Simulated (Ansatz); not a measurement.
Geometry optimisation, RKS PBE/def2-SVP (Ansatz).

Input file:

```yaml
crystal:
  periodic: [false, false, false]
  atoms:
    - { symbol: Ge, position_ang: [0.365925, -0.260099, -0.243114] }
    - { symbol: O, position_ang: [-0.510382, -0.297129, 2.59444] }
    - { symbol: H, position_ang: [-1.1168, -0.746141, 1.96066] }
    - { symbol: H, position_ang: [0.87616, -0.682946, -1.648781] }
    - { symbol: H, position_ang: [0.073345, 1.249739, -0.177825] }
    - { symbol: O, position_ang: [-1.227429, -1.122044, 0.055049] }
    - { symbol: H, position_ang: [-1.276688, -1.919703, -0.502036] }
    - { symbol: H, position_ang: [1.391659, -0.71504, 0.831116] }
    - { symbol: H, position_ang: [0.34651, -0.744837, 2.37859] }
basis:
  gaussian: { orbitals: def2-SVP }
hamiltonian:
  xc: pbe
relax:
  f_tol: 0.03
  max_steps: 50
```

Run as:

```bash
$ ansatz run input.yaml --threads 2 --pin off --max-ram 3072MiB --backend cpu --events-out ev --progress --plain --runs-dir out
```

Problem. Where does it end, and by what steps?

Solution. The run converged. After 7 steps the energy has fallen by 0.120 eV; H9 moved furthest, 0.61 Å.

| step | energy less start (eV) | largest force component (eV/Å) | accepted |
| --- | --- | --- | --- |
| 0 | 0.0000 | 0.667 | yes |
| 1 | -0.0406 | 1.050 | yes |
| 2 | -0.0666 | 0.544 | yes |
| 3 | 0.0055 | 2.688 | no |
| 4 | -0.0958 | 0.572 | yes |
| 5 | -0.1139 | 0.146 | yes |
| 6 | -0.1190 | 0.059 | yes |
| 7 | -0.1198 | 0.029 | yes |

```xyz
9
Properties=species:S:1:pos:R:3
Ge 0.424 -0.269 -0.318
O -0.577 -0.161 2.537
H -1.090 -0.690 1.881
H 0.684 -0.564 -1.828
H 0.128 1.223 -0.085
O -1.097 -1.188 0.108
H -1.211 -1.972 -0.459
H 1.624 -0.791 0.514
H 0.038 -0.827 2.898
```

Whether the end is a true minimum wasn't checked by a vibrational analysis.

The run took 10 s on 2 threads of Arm Neoverse V2, on a shared host, peak memory 0.12 GiB.
